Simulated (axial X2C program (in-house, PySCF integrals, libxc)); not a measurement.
# HNdH: a free-ion multiplet in an axial field

Calculated with an in-house all-electron X2C program for linear molecules (integrals from PySCF): two-component X2C with atomic mean-field Coulomb and Gaunt terms, basis H dyall-v3z, Nd dyall-v3z (cores contracted in-house). Orbitals come from Hartree–Fock averaged over the configuration Nd f4 s0 d(πδ)0; CI then distributes these electrons over the f, s, d(πδ) shells of Nd.

H–Nd–H held linear, both bonds 2.330 Å.

(1) Which level do Hund's rules give for f4, how many Ω levels does it split into, and what is its Landé factor?

The computed levels compare thus:

| Ω | energy (cm⁻¹) | g∥ computed | 2gJΩ |
| --- | --- | --- | --- |
| 0 | 0 | 0.00 | 0.00 |
| 1 | 86 | 1.79 | 1.20 |
| 2 | 273 | 3.05 | 2.40 |
| 3 | 401 | 3.85 | 3.60 |
| 4 | 776 | 5.76 | 4.80 |

The 5 lowest levels are just these Ω; they span 776 cm⁻¹, the lowest has Ω = 0, and the next level lies at 1191 cm⁻¹. Departures of g∥ from 2gJΩ come from intermediate coupling and from mixing with the higher-lying level J + 1 of the term. The computed g∥ is the magnitude of 2⟨Lz + ge Sz⟩.

There is no dynamic correlation: spin–orbit spacings and, for f shells, spacings inside one term are the most reliable numbers, splittings between terms come out too wide, and energies between configurations are not reliable, so the lowest level need not be the ground state of the molecule. At most 4 roots were kept for each Ω > 0 (twice that for Ω = 0) within 2.2 eV of the lowest, so higher up levels can be missing between those listed; levels with Ω > 0 are doubly degenerate and listed once, Ω = 0 levels singly. States that fill the shells left empty in the average are placed too high. The molecule was held linear; bending was not examined.

Results:

(1) S = 2, L = 6, J = 4 (5I4). It gives Ω = 0 to 4, 5 levels. gJ = 3/2 + [S(S+1) − L(L+1)]/[2J(J+1)] = 0.600, so g∥ = 2gJΩ.
